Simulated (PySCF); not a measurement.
## KS: from constants to spectrum

UHF-CCSD(T) constants of KS, ²Π (doublet), unpaired electrons π ↑ (K x2c-TZVPPall, S x2c-TZVPPall; spin-free X2C with a Gaussian nucleus (PySCF 2.14); masses 38.9637 and 31.9721 u):

| Quantity | Value |
| --- | --- |
| ωe | 256.0 cm⁻¹ |
| ωexe | 1.03 cm⁻¹ |
| Be | 0.11796 cm⁻¹ |
| αe | 0.000689 cm⁻¹ |
| D (centrifugal) | 1e-07 cm⁻¹ |
| De to K + S | 2.38 eV |

Question: Give the vibrational terms G(v) and spacings up to v = 6.

Answer: G(v) = ωe(v+½) − ωexe(v+½)².

| v | G(v) (cm⁻¹) | G(v) − G(v−1) | Bv (cm⁻¹) |
| --- | --- | --- | --- |
| 0 | 127.7 |  | 0.1176 |
| 1 | 381.7 | 253.9 | 0.1169 |
| 2 | 633.6 | 251.9 | 0.1162 |
| 3 | 883.4 | 249.8 | 0.1155 |
| 4 | 1131.1 | 247.8 | 0.1149 |
| 5 | 1376.8 | 245.7 | 0.1142 |
| 6 | 1620.5 | 243.6 | 0.1135 |

Question: How well does the Morse estimate ωe²/(4ωexe) reproduce De, and what is D0?

Answer: It gives 1.97 eV, 83 % of the computed De. D0 = De − G(0) = 2.38 − 0.02 = 2.36 eV.

Correlated steps freeze 10 core orbitals. The state is the lowest determinant that a PBE0 search found; another state may lie lower at other levels.
